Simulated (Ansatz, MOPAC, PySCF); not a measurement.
System: KCl (charge 0, singlet). SMILES: [Cl][K]
Geometry: optimised at B3LYP-D3(BJ)/def2-TZVP (Ansatz, a program for electronic structure).

Unscaled harmonic wavenumbers (cm⁻¹) in rising order, each level at the stationary point that it reaches from this structure (no distance between atoms moves by over 0.3 Å); the order of modes can differ between levels, and a negative number is imaginary. B3LYP-D3(BJ)/def2-TZVP (PySCF, at the structure above): 272.

AM1 (MOPAC): 314. Zero-point energy 0.4 against 0.4 kcal/mol.

PM7 (MOPAC): 341. Zero-point energy 0.5 against 0.4 kcal/mol.

B3LYP/6-31G* with LANL2DZ past Ar (Ansatz): 256. Zero-point energy 0.4 against 0.4 kcal/mol.
